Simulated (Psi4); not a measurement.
C₂H₅BrFGa, singlet, geometry from GFN2-xTB (such geometries of metal compounds can be far from the true shape); HF/def2-TZVPPD (Psi4).

Input for Psi4:
```
memory 2 GB

molecule {
0 1
Ga   -0.19563165   -0.31506270   -0.19644672
F    -0.55324709   -1.84360381    0.61808273
Br    0.88312952    1.15999673    1.20993746
C    -0.79239244   -0.16117759   -2.16935655
C    -1.46990655   -1.44998265   -2.60615166
H     0.09724566    0.05478868   -2.76704697
H    -1.46382041    0.69838341   -2.24465986
H    -2.34881718   -1.65620073   -1.99408460
H    -0.79071156   -2.29857494   -2.51548105
H    -1.78583058   -1.37194226   -3.64638534
}

set {
  basis def2-tzvppd
}

energy('scf')
print_variables()
```

Question: What does Psi4 print? Leave out banner, timings and long lists.

Answer: 
```
   => Loading Basis Set <=

    Name: DEF2-TZVPPD
    Role: ORBITAL
    Keyword: BASIS

         ---------------------------------------------------------
                                   SCF
               by Justin Turney, Rob Parrish, Andy Simmonett
                          and Daniel G. A. Smith
                              RHF Reference
         ---------------------------------------------------------

  ==> Geometry <==

    Molecular point group: c1
    Full point group: C1

    Geometry (in Angstrom), charge = 0, multiplicity = 1:

       Center              X                  Y                   Z               Mass
    ------------   -----------------  -----------------  -----------------  -----------------
         GA          -0.257973044710    -0.370506191638    -0.314435649316    68.925573500000
         F           -0.615588484710    -1.899047301638     0.500093800684    18.998403162730
         BR           0.820788125290     1.104553238362     1.091948530684    78.918337600000
         C           -0.854733834710    -0.216621081638    -2.287345479316    12.000000000000
         C           -1.532247944710    -1.505426141638    -2.724140589316    12.000000000000
         H            0.034904265290    -0.000654811638    -2.885035899316     1.007825032230
         H           -1.526161804710     0.642939918362    -2.362648789316     1.007825032230
         H           -2.411158574710    -1.711644221638    -2.112073529316     1.007825032230
         H           -0.853052954710    -2.354018431638    -2.633469979316     1.007825032230
         H           -1.848171974710    -1.427385751638    -3.764374269316     1.007825032230

  Running in c1 symmetry.

  Rotational constants: A =      0.16925  B =      0.03192  C =      0.02713 [cm^-1]
  Rotational constants: A =   5074.01214  B =    956.93069  C =    813.23676 [MHz]
  Nuclear repulsion =  618.472932548585163

  Charge       = 0
  Multiplicity = 1
  Electrons    = 92
  Nalpha       = 46
  Nbeta        = 46

  ==> Algorithm <==

  SCF Algorithm Type is DF.
  DIIS enabled.
  MOM disabled.
  Fractional occupation disabled.
  Guess Type is SAD.
  Energy threshold   = 1.00e-06
  Density threshold  = 1.00e-06
  Integral threshold = 1.00e-12

  ==> Primary Basis <==

  Basis Set: DEF2-TZVPPD
    Blend: DEF2-TZVPPD
    Number of shells: 112
    Number of basis functions: 310
    Number of Cartesian functions: 349
    Spherical Harmonics?: true
    Max angular momentum: 3

[...]
   @DF-RHF iter   1: -4672.29006487525294   -4.88198e+00   1.00953e-02 ADIIS/DIIS
   @DF-RHF iter   2: -4672.46119456093311   -1.71130e-01   1.06285e-02 ADIIS/DIIS
   @DF-RHF iter   3: -4673.92822412563783   -1.46703e+00   7.78360e-04 ADIIS/DIIS
   @DF-RHF iter   4: -4673.93936119828504   -1.11371e-02   2.30105e-04 ADIIS/DIIS
   @DF-RHF iter   5: -4673.94082216975403   -1.46097e-03   4.02565e-05 DIIS
   @DF-RHF iter   6: -4673.94094498643881   -1.22817e-04   1.29329e-05 DIIS
   @DF-RHF iter   7: -4673.94095597897922   -1.09925e-05   4.10783e-06 DIIS
   @DF-RHF iter   8: -4673.94095742893205   -1.44995e-06   1.20825e-06 DIIS
   @DF-RHF iter   9: -4673.94095757405285   -1.45121e-07   3.42458e-07 DIIS
  Energy and wave function converged.

  ==> Post-Iterations <==

    Orbital Energies [Eh]
    ---------------------

    Doubly Occupied:

[...]
      46A     -0.405192

    Virtual:

[...]
    Final Occupation by Irrep:
              A
    DOCC [    46 ]
    NA   [    46 ]
    NB   [    46 ]

  @DF-RHF Final Energy: -4673.94095757405285

   => Energetics <=

    Nuclear Repulsion Energy =            618.4729325485851632
    One-Electron Energy =               -7747.3701389338084482
    Two-Electron Energy =                2454.9562488111710081
    Total Energy =                      -4673.9409575740519358

Computation Completed

Properties will be evaluated at   0.000000,   0.000000,   0.000000 [a0]

Properties computed using the SCF density matrix

 Multipole Moments:

 ------------------------------------------------------------------------------------
     Multipole            Electronic (a.u.)      Nuclear  (a.u.)        Total (a.u.)
 ------------------------------------------------------------------------------------

 L = 1.  Multiply by 2.5417464519 to convert [e a0] to [Debye]
 Dipole X            :         10.5640435          -10.8383505           -0.2743070
 Dipole Y            :          9.9936271           -9.6391168            0.3545102
 Dipole Z            :         19.2564554          -20.5129416           -1.2564862
 Magnitude           :                                                    1.3340463

 ------------------------------------------------------------------------------------

  Variable Map:
  ----------------------------------------------------------------------------
[...]
  Array Variable Map:
  ----------------------------------------------------------------------------
[...]
[...]
```
